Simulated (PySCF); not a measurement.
Mayer bond orders and bond lengths

Compound: C3H6Cl3FSi.
SMILES with atom numbers: `[F:1][C@@H:2]([Cl:3])[SiH2:4][CH2:5][CH:6]([Cl:7])[Cl:8]` (hydrogens: H9 on C2; H10, H11 on Si4; H12, H13 on C5; H14 on C6)

Cartesian coordinates in Å at the GFN2-xTB level; atoms count from 1:
```xyz
14
C3H6Cl3FSi angstrom
F      2.2436    0.1034    1.6498
C      2.2408    0.2204    0.2895
Cl     2.6437   -1.3720   -0.4057
Si     0.5017    0.7693   -0.3511
C     -0.6669   -0.6192    0.2361
C     -2.1123   -0.3590   -0.1048
Cl    -2.3094   -0.1596   -1.8607
Cl    -2.6916    1.1151    0.7033
H      3.0613    0.8932    0.0337
H      0.6175    0.8418   -1.8038
H      0.2126    2.0485    0.2933
H     -0.5868   -0.7458    1.3180
H     -0.3753   -1.5679   -0.2196
H     -2.7796   -1.1688    0.1997
```

Bond orders from the PBE0/pcSseg-1 density (PySCF). Geometry: GFN2-xTB, one conformer, isolated molecule.

(1) Where do the orders between heavy atoms depart from those drawn in the SMILES?

(2) Give the Mayer order of every bond, beside its length.

Answers

(1) The largest departure is 0.205, at C2–Si4 (drawn single, 0.795). Drawn single, order below 0.88: C2–Si4 (0.795).

(2) 
```csv
bond,drawn as,length (Å),Mayer order
F1–C2,single,1.365,0.883
C2–Cl3,single,1.784,0.981
C2–Si4,single,1.933,0.795
Si4–C5,single,1.907,0.882
C5–C6,single,1.508,0.994
C6–Cl7,single,1.778,1.007
C6–Cl8,single,1.778,1.009
C2–H9,single,1.091,0.937
Si4–H10,single,1.459,0.947
Si4–H11,single,1.461,0.950
C5–H12,single,1.092,0.925
C5–H13,single,1.092,0.922
C6–H14,single,1.093,0.916
```

Bonds between the same two heavy elements. C–Cl: lowest C2–Cl3 (0.981, 1.784 Å), highest C6–Cl8 and C6–Cl7 (1.009, 1.778 Å). C–Si: lowest C2–Si4 (0.795, 1.933 Å), highest Si4–C5 (0.882, 1.907 Å). Bonds named together lie within 0.004.

Sum the orders of all bonds at each heavy atom with more than one neighbour and set the sums beside the valence in the SMILES.

C2 3.596 (drawn 4), Si4 3.574 (drawn 4), C5 3.723 (drawn 4), C6 3.926 (drawn 4). Orders between atoms that aren't bonded are not in these sums.

For a closed shell the Mayer order of atoms A and B is Σ (PS)μν (PS)νμ over the basis functions μ on A and ν on B, with P the density and S the overlap matrix.
